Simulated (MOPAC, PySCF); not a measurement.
C$_{2}$H$_{6}$ClGa, SMILES `[CH3][Ga]([CH3])[Cl]`, neutral singlet in the gas phase. 

Cartesian coordinates (Å):
```xyz
10

C      1.8005    -0.2029    -0.1223
Ga    -0.0155     0.3765     0.3125
C     -1.7806    -0.2531    -0.2446
Cl    -0.0879     2.0640     1.6802
H      2.2850     0.5629    -0.7338
H      2.3847    -0.3077     0.7939
H      1.8118    -1.1464    -0.6698
H     -2.3561     0.5818    -0.6498
H     -2.3222    -0.6304     0.6265
H     -1.7196    -1.0446    -0.9927
```
Charge 0, spin multiplicity 1.

All levels are single points at this geometry (PBE0-D4/def2-TZVP); Pople sets use spherical d functions. Orbital energies aren't observables, and empty levels follow the basis.

```json
[
 {"level": "PBE-D3(BJ)/def2-TZVP in PySCF", "HOMO (eV)": "-6.55", "LUMO (eV)": "-1.69", "gap (eV)": "4.87", "dipole (D)": "2.71", "vertical IE, Delta-SCF (eV)": "–"},
 {"level": "PBE0-D4/def2-TZVP in PySCF", "HOMO (eV)": "-7.83", "LUMO (eV)": "-0.88", "gap (eV)": "6.94", "dipole (D)": "2.82", "vertical IE, Delta-SCF (eV)": "–"},
 {"level": "B3LYP/6-311+G** (LANL2DZ on Ga) in PySCF", "HOMO (eV)": "-7.72", "LUMO (eV)": "-1.19", "gap (eV)": "6.53", "dipole (D)": "3.09", "vertical IE, Delta-SCF (eV)": "–"},
 {"level": "SVWN5/6-31G* in PySCF", "HOMO (eV)": "-6.53", "LUMO (eV)": "-1.85", "gap (eV)": "4.68", "dipole (D)": "2.96", "vertical IE, Delta-SCF (eV)": "9.54"},
 {"level": "HF/3-21G in PySCF", "HOMO (eV)": "-10.80", "LUMO (eV)": "1.87", "gap (eV)": "12.67", "dipole (D)": "3.89", "vertical IE, Delta-SCF (eV)": "–"},
 {"level": "AM1 in MOPAC", "HOMO (eV)": "-10.52", "LUMO (eV)": "-1.79", "gap (eV)": "8.73", "dipole (D)": "2.60", "vertical IE, Delta-SCF (eV)": "–"}
]
```
